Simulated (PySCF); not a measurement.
C₆ coefficients of unlike pairs at revPBE

Calculated with PySCF 2.14 from the dipole response of each species, C₆(A,B) = (3/π) ∫ α_A(iu) α_B(iu) du, in atomic units, from isotropic polarisabilities. For ions this is the dispersion term alone; charge-induced terms of lower order in 1/R come first.

| species | configuration | basis | relativity | α (bohr³) | C₆ (like pair) |
| --- | --- | --- | --- | --- | --- |
| Al(3+) | [Ne] (1S) | aug-cc-pV(Q+d)Z (7s6p5d3f2g) | none | 0.2622 | 0.2260 |
| Au | [Xe] 4f14 5d10 6s1 (2S) | aug-cc-pwCVTZ-PP with ECP60MDF (8s8p7d4f3g) | core potential | 35.71 | 326.9 |
| Cu(3+) | [Ar] 3d8 (3F) | aug-cc-pVQZ-PP with ECP10MDF (7s7p6d4f3g2h) | core potential | 1.614 | 3.664 |
| Zn(2+) | [Ar] 3d10 (1S) | x2c-TZVPPall with one added diffuse shell each of s, p, d, f type (7s6p5d3f1g) | spin-free X2C | 2.992 | 8.122 |

Problem. Estimate C₆ for Zn(2+) with Au.

Solution. The integral gives 45.86. The combination rule 2 C_A C_B / (C_A α_B/α_A + C_B α_A/α_B) gives 42.70 and the geometric mean 51.52.

No spin-orbit coupling is included.

The other pairs:

```csv
pair,C₆
"Au, Al(3+)",5.575
"Zn(2+), Cu(3+)",5.389
"Zn(2+), Al(3+)",1.218
"Cu(3+), Au",28.26
"Cu(3+), Al(3+)",0.8670
```
